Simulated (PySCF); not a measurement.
# OsBr2, quintet: data card

These are results of UB3LYP in PySCF with Os def2-SVP with ECP60, Br def2-SVP; scalar-relativistic core potentials, no spin–orbit coupling; density-fitted integrals, not measurements.

The structure is a minimum.

```xyz
3
charge 0 multiplicity 5, angstrom
Os    0.0000    0.0000    0.0000
Br    0.0000    0.0000    2.3965
Br    0.0000    0.0000   -2.3965
```

| Quantity | Value |
| --- | --- |
| Point group | D∞h |
| Bond lengths | Os–Br 2.396 Å (×2) |
| Bond angles | Br–Os–Br 180.0° |
| Rotational constants | 0.0186 cm⁻¹ |
| Heat capacity Cp at 298.15 K | 60.3 J/(mol K) |
| Atomisation energy without zero-point energy | 624 kJ/mol |
| Lowest empty level (β) | -4.83 eV |
| Zero-point energy | 3.6 kJ/mol |
| Enthalpy at 298.15 K above 0 K | 15.63 kJ/mol |
| Spin squared ⟨S²⟩ | 6.012 |
| Highest occupied level (β) | -7.13 eV |
| Principal polarisabilities | 50.1, 50.1, 130.0 bohr³ |
| Rotational symmetry number | 2 |
| Dipole moment | 0.00 D |
| Principal quadrupole moments (Buckingham, traceless) about the centre of mass | -3.75, 1.88, 1.88 D Å |
| Entropy at 298.15 K and 1 bar (electronic part: spin only) | 332.0 J/(mol K) |

Harmonic modes (masses in u: Os 191.961, Br 78.918):
```csv
symmetry,ω (cm⁻¹),"IR (km/mol, summed over degenerate members)"
πu,44,1.3
σg+,233,0.0
σu+,282,54.4
```

In D∞h the vibrations span πu + σg+ + σu+. The σg+ mode carries no infrared intensity, as symmetry demands. With a centre of inversion only u modes can be infrared active and only g modes Raman active.

Charges (e):
| atom | Mulliken | Löwdin | polar tensor | spin (Mulliken) | Mayer order to Os1 |
| --- | --- | --- | --- | --- | --- |
| Os1 | 0.34 | -0.17 | 0.89 | 3.50 | – |
| Br2,3 | -0.17 | 0.08 | -0.45 | 0.25 | 1.23 |

Mulliken populations on Os1 (electrons outside its core potential): s 3.21, p 6.28, d 6.14, f 0.02.

Outer orbital energies (eV). α occupied: -9.87, -9.87, -9.25, -8.88, -8.88, -8.63, -7.51, -7.51; empty: -0.88, -0.49, -0.49, 2.01. β occupied: -20.87, -11.42, -9.20, -9.20, -9.18, -8.44, -8.44, -7.13; empty: -4.83, -4.83, -4.20, -4.20.

Formally Os is in oxidation state +2, d6, with 4 unpaired electrons (the high-spin count). The Mulliken spin on Os is 3.50. The polar-tensor charge on Os, 0.89, is far below the formal one.

Other isomers or separated fragments may lie lower. Open d and f shells are described by one determinant, and the ground state may have another occupation or spin. No spin–orbit coupling is included, which matters more the heavier the element.

The final relaxation and frequency run took about 90 core-seconds on a shared host.
